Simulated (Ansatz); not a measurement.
Ligand exchange: GaH(CH3)(NH2) + Cd(CH3)(NH2) → GaH(NH2)2 + Cd(CH3)2

Species: GaH(CH3)(NH2), singlet; Cd(CH3)(NH2), singlet; GaH(NH2)2, singlet; Cd(CH3)2 (dimethylcadmium), singlet. The partners trade CH3 for NH2: Ga–CH3 and Cd–NH2 bonds give way to Ga–NH2 and Cd–CH3.

Shapes, held fixed at every level: PBE0-D4/def2-TZVP. Programs: Ansatz 0.2.0. Electronic energies: no zero-point or thermal term.

Q: Estimate ΔE of this reaction.

A: The highest level, CCSD(T)/def2-TZVPP, gives ΔE = -32.3 kJ/mol; the levels span -40.8 to -30.2. The column of differences is taken from that level and isn't an error. No measured value is set beside it here. For atoms past krypton def2 sets carry core potentials with scalar relativity. Relativity is left out for Ga. Outer-core shells of Cd, Ga are correlated in most correlated rows, in sets that cover them unevenly.

| level | kind | ΔE (kJ/mol) | less CCSD(T)/def2-TZVPP |
| --- | --- | --- | --- |
| HF/def2-SVP | Hartree–Fock | -40.8 | -8.5 |
| PBE0-D4/def2-TZVPP | global hybrid | -30.2 | +2.1 |
| wB97M-V/def2-TZVPP | range-separated hybrid | -31.0 | +1.3 |
| B2PLYP/def2-TZVPP | double hybrid | -30.8 | +1.5 |
| MP2/def2-SVP | perturbation theory | -35.9 | -3.6 |
| CCSD(T)/def2-SVP | coupled cluster or CI | -33.0 | -0.7 |
| CCSD/def2-SVP | coupled cluster or CI | -34.7 | -2.4 |
| CCSD(T)/def2-TZVPP | coupled cluster or CI | -32.3 | 0.0 |
